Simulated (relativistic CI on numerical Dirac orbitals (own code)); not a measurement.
# Cu²⁺ in a cubic cluster: 2p photoemission with charge transfer

Computed with a charge-transfer multiplet model of a cubic metal-ligand cluster with up to one ligand hole, Slater and spin-orbit integrals from Dirac-Coulomb-Breit ions, Slater integrals scaled by 0.7. The ground state mixes d9 with configurations of k ligand holes L, whose averages lie at kΔ + k(k − 1)U_dd/2; a core hole lowers each added d electron by U_cd. 20 K, Lorentzian 0.6 eV and Gaussian 0.8 eV FWHM.

Atomic integrals in eV (Slater integrals scaled, ζ unscaled), ground: F2dd 9.683, F4dd 6.042, zeta_d 0.099; with the core hole: F2dd 9.683, F4dd 6.042, zeta_d 0.138, zeta_core 13.377, F2cd 6.178, G1cd 4.735, G3cd 2.694.

Cluster parameters (eV): U_dd = 7.6, U_cd = 8.6, 10Dq = 1.45, 10Dq(ligand) = 0.5, V(eg) = 2.05, V(t2g) = -1.03, final-state hopping factor = 0.9.

```json
{"Case": "Δ = -2.8 eV", "n_d": "9.74", "d9": "0.26", "d10L": "0.74", "S": "0.50"}
{"Case": "Δ = -1.8 eV", "n_d": "9.64", "d9": "0.36", "d10L": "0.64", "S": "0.50"}
{"Case": "Δ = 0.2 eV", "n_d": "9.41", "d9": "0.59", "d10L": "0.41", "S": "0.50"}
{"Case": "Δ = 2.2 eV", "n_d": "9.22", "d9": "0.78", "d10L": "0.22", "S": "0.50"}
{"Case": "Δ = 3.2 eV", "n_d": "9.16", "d9": "0.84", "d10L": "0.16", "S": "0.50"}
```

Weights, n_d and S are thermal averages at 20 K. Binding energies count from the first peak over 30 % of the highest in each spectrum, which can be another peak from case to case. The parameters are a model scan and need not match a compound or its usual spin state. Peaks in eV (height, largest 100):
- Δ = -2.8 eV: 0.0 (100), 10.7 (10), 20.1 (50)
- Δ = -1.8 eV: 0.0 (100), 9.7 (16), 11.9 (8), 20.0 (50), 30.1 (7), 31.1 (7)
- Δ = 0.2 eV: 0.0 (100), 7.9 (38), 10.1 (18), 20.1 (50), 28.3 (17), 29.3 (17)
- Δ = 2.2 eV: 0.0 (100), 6.1 (65), 8.3 (32), 20.0 (49), 26.5 (29), 27.5 (30)
- Δ = 3.2 eV: 0.0 (100), 5.3 (72), 7.4 (37), 20.1 (49), 25.8 (33), 26.6 (35)

For the case Δ = 0.2 eV, Δ = 0.2 eV is smaller than U_dd = 7.6 eV, the charge-transfer side of the Zaanen-Sawatzky-Allen scheme. With the core hole the configuration with one ligand hole lies at Δ − U_cd = -11.4, -10.4, -8.4, -6.4, -5.4 eV from the one without, in the order of the table; where this is negative the screened configuration lies lower.
